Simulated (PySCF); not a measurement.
# Xe²⁺: excitation energy

Xe²⁺ [Kr] 4d10 5s2 5p4 (3P) → Xe²⁺ [Kr] 4d10 5s1 5p4 6s1 (5P), as a difference of total energies. All numbers are calculated (PySCF 2.14, scalar relativity through the core potential, in aug-cc-pV5Z-PP with ECP28MDF (8s8p6d4f3g2h, 139 functions)). Correlated levels: valence: 4s2 4p6 4d10 frozen. The calculations carry no spin-orbit coupling.

| method | excitation energy (eV) |
| --- | --- |
| UHF | 26.886 |
| LDA | 27.813 |
| PBE | 27.464 |
| PBE0 | 27.595 |
| r2SCAN | 27.708 |
| BLYP | 27.656 |
| M06-L | 28.119 |
| revPBE | 27.376 |
| MP2 (valence) | 26.822 |
| SCS-MP2 (valence) | 27.021 |

Problem. How much does correlation contribute at MP2 (valence)?

Solution. 26.822 − (26.886) = -0.064 eV, measured against UHF.

The promoted electron is Rydberg-like, and one or two diffuse shells describe it only roughly, which tends to raise the upper state.
